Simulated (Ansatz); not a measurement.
Reaction (silylene formation by 1,1-elimination): `C[SiH](O)[Si](O)(F)F` → `O[SiH](F)F` + `C[Si]O`

Gas-phase electronic energies from Ansatz, PBE0-D4/def2-TZVP geometries. CCSD(T)/CBS is the MP2 limit (def2-TZVPP, def2-QZVPP) plus CCSD(T) − MP2 in def2-TZVPP, frozen cores. This one scheme is used for every species. DFT in def2-TZVPP. B3LYP here is the variant with VWN-RPA as its local correlation; programs differ in this. One conformer a species, not always the lowest.

`C[SiH](O)[Si](O)(F)F`:

```xyz
13

C    -0.331    0.345   -2.068
Si    0.682    0.153   -0.525
O     1.438   -1.315   -0.598
Si   -0.639    0.186    1.411
O     0.196   -0.590    2.574
F    -2.055   -0.522    1.214
F    -1.011    1.658    1.901
H    -1.096   -0.431   -2.131
H    -0.826    1.320   -2.082
H     0.309    0.275   -2.951
H     1.669    1.265   -0.404
H     1.843   -1.638    0.208
H    -0.180   -0.706    3.449
```

`O[SiH](F)F`:

Z-matrix (Å, degrees):
```
Si
F 1 1.584
F 1 1.584 2 105.5
O 1 1.614 2 111.2 3 -120.7
H 1 1.463 2 110.2 3 118.9
H 4 0.958 1 120.9 2 58.5
```

`C[Si]O`:

```xyz
7

C     0.416   -0.186   -0.706
Si    0.629    0.939    0.817
O    -0.754    0.578    1.653
H     0.336   -1.236   -0.398
H     1.249   -0.102   -1.408
H    -0.507    0.070   -1.243
H    -1.370   -0.063    1.285
```

Problem. Is it downhill or uphill in electronic energy at CCSD(T)/CBS, and by how much? (Estimate.)

Solution. Computed: Uphill: ΔE = +166.0 kJ/mol.

Problem. What do these levels give: PBE-D4, r2SCAN-D4, PBE0-D4, B3LYP-D4, ωB97M-V, PBE, r2SCAN, PBE0, SCS-MP2/def2-TZVPP, CCSD/def2-TZVPP, CCSD(T)/def2-TZVPP, HF/CBS(def2)? (Estimate.)

Solution. Ansatz gave: PBE-D4 176.4, r2SCAN-D4 185.4, PBE0-D4 185.6, B3LYP-D4 166.8, ωB97M-V 158.3, PBE 164.8, r2SCAN 181.9, PBE0 175.1, SCS-MP2/def2-TZVPP 160.6, CCSD/def2-TZVPP 158.2, CCSD(T)/def2-TZVPP 160.1, HF/CBS(def2) 150.0 kJ/mol.

Largest T1 diagnostic among the species: 0.014.

In def2-TZVPP, CCSD(T) changes the Hartree–Fock value by +9.0 kJ/mol (the triples alone add +2.0 kJ/mol) and MP2 by +18.1 kJ/mol. The D4 term adds +18.2 kJ/mol with B3LYP and +10.5 kJ/mol with PBE0; it sums over pairs of atoms, weighted by their polarisabilities, and B3LYP, whose exchange is more repulsive, gets the larger term.
